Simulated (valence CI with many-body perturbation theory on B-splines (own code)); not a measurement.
Results of a calculation; reference values are marked as such.
**Energy levels of Nd⁵⁴⁺**

Level of theory: configuration interaction combined with many-body perturbation theory (CI+MBPT): four valence electrons over a frozen Dirac-Fock core [He], radial functions for each j: 11 s, 11 p, 10 d, 8 f, 5 g, 2 h, with the one-electron correlation potential Σ1, the two-electron term Σ2, the three-electron term Σ3, Breit, model QED; selected CI, second order for the rest, scaled by the run's own slope (own B-spline code, finite nucleus).

The last digits are not significant, and no measured levels were compared; by estimate large intervals hold to a few tenths of a per cent, small ones and those within an open d or f shell to about a per cent. Among the levels kept, up to 910 cm⁻¹ of a level comes from second order outside the variational space, and about a tenth of that is noise between levels of different J, which matters for small intervals.

Levels 181 to 208 of 208, with energies above the lowest level, (2s^2 2p1/2^2) J=0. "Leading %" is the weight of the configuration and term that name the level; weights of strongly mixed levels are sums over their largest components and can fall short, so below about 35 % the name and the second component can differ from the true leading terms, or belong to a minority configuration. In the jj column 3d3/2^4 stands for four electrons in 3d with j = 3/2.

| No. | Configuration | Term | J | E (eV) | Leading % | Leading jj | Second component |
| --- | --- | --- | --- | --- | --- | --- | --- |
| 181 | 2s 2p2 3d | 3P | 0 | 8102.1 | 72 | 2s 2p3/2^2 3d3/2 (88 %) | 24 % 2s 2p2 3d 1S |
| 182 | 2p3 3p | 3P | 0 | 8113.4 | 63 | 2p1/2 2p3/2^2 3p1/2 (97 %) | 35 % 2p3 3p 1S |
| 183 | 2s 2p2 3d | 3F | 4 | 8120.4 | 65 | 2s 2p3/2^2 3d5/2 (97 %) | 15 % 2s 2p2 3d 1G |
| 184 | 2s 2p2 3d | 3D | 3 | 8122.8 | 77 | 2s 2p3/2^2 3d5/2 (98 %) | 5 % 2s 2p2 3d 3F |
| 185 | 2s 2p2 3d | 3D | 3 | 8128.2 | 47 | 2s 2p3/2^2 3d5/2 (97 %) | 24 % 2s 2p2 3d 1F |
| 186 | 2s 2p2 3d | 1D | 2 | 8135.2 | 51 | 2s 2p3/2^2 3d5/2 (96 %) | 27 % 2s 2p2 3d 3D |
| 187 | 2s 2p2 3d | 3P | 1 | 8138.2 | 38 | 2s 2p3/2^2 3d5/2 (95 %) | 28 % 2s 2p2 3d 1P |
| 188 | 2s 2p2 3d | 1D | 2 | 8151.1 | 39 | 2s 2p3/2^2 3d5/2 (93 %) | 26 % 2s 2p2 3d 3P |
| 189 | 2p3 3p | 5P | 3 | 8174.3 | 54 | 2p1/2 2p3/2^2 3p3/2 (99 %) | 24 % 2p3 3p 3F |
| 190 | 2p3 3p | 3P | 2 | 8176.6 | 38 | 2p1/2 2p3/2^2 3p3/2 (98 %) | 29 % 2p3 3p 3D |
| 191 | 2p3 3p | 3P | 0 | 8177.1 | 99 | 2p1/2 2p3/2^2 3p3/2 (98 %) |  |
| 192 | 2p3 3p | 1P | 1 | 8190.9 | 47 | 2p1/2 2p3/2^2 3p3/2 (98 %) | 28 % 2p3 3p 3D |
| 193 | 2p3 3p | 3D | 3 | 8196.0 | 68 | 2p1/2 2p3/2^2 3p3/2 (99 %) | 29 % 2p3 3p 1F |
| 194 | 2p3 3p | 3F | 4 | 8196.9 | 98 | 2p1/2 2p3/2^2 3p3/2 (98 %) |  |
| 195 | 2p3 3p | 3P | 1 | 8220.2 | 76 | 2p1/2 2p3/2^2 3p3/2 (99 %) | 14 % 2p3 3p 1P |
| 196 | 2p3 3p | 1D | 2 | 8232.2 | 51 | 2p1/2 2p3/2^2 3p3/2 (99 %) | 27 % 2p3 3p 3P |
| 197 | 2p3 3d | 5D° | 1 | 8238.8 | 45 | 2p1/2 2p3/2^2 3d3/2 (99 %) | 41 % 2p3 3d 3D° |
| 198 | 2p3 3d | 3F° | 2 | 8240.3 | 40 | 2p1/2 2p3/2^2 3d3/2 (98 %) | 37 % 2p3 3d 5D° |
| 199 | 2p3 3d | 5D° | 0 | 8241.2 | 54 | 2p1/2 2p3/2^2 3d3/2 (98 %) | 27 % 2p3 3d 1S° |
| 200 | 2p3 3d | 3G° | 3 | 8246.1 | 39 | 2p1/2 2p3/2^2 3d3/2 (98 %) | 22 % 2p3 3d 5D° |
| 201 | 2p3 3p | 3P | 1 | 8248.4 | 50 | 2p1/2 2p3/2^2 3p3/2 (99 %) | 28 % 2p3 3p 3S |
| 202 | 2p3 3p | 3D | 2 | 8251.3 | 45 | 2p1/2 2p3/2^2 3p3/2 (98 %) | 34 % 2p3 3p 1D |
| 203 | 2p3 3d | 3G° | 4 | 8259.8 | 53 | 2p1/2 2p3/2^2 3d3/2 (100 %) | 35 % 2p3 3d 1G° |
| 204 | 2p3 3d | 3F° | 3 | 8273.4 | 40 | 2p1/2 2p3/2^2 3d3/2 (97 %) | 35 % 2p3 3d 3D° |
| 205 | 2p3 3d | 3P° | 2 | 8274.6 | 36 | 2p1/2 2p3/2^2 3d3/2 (94 %) | 28 % 2p3 3d 3D° |
| 206 | 2p3 3d | 5D° | 4 | 8279.4 | 54 | 2p1/2 2p3/2^2 3d5/2 (99 %) | 20 % 2p3 3d 1G° |
| 207 | 2p3 3d | 3S° | 1 | 8279.9 | 30 | 2p1/2 2p3/2^2 3d3/2 (90 %) | 29 % 2p3 3d 3P° |
| 208 | 2p3 3d | 3D° | 3 | 8281.5 | 52 | 2p1/2 2p3/2^2 3d5/2 (99 %) | 27 % 2p3 3d 5D° |
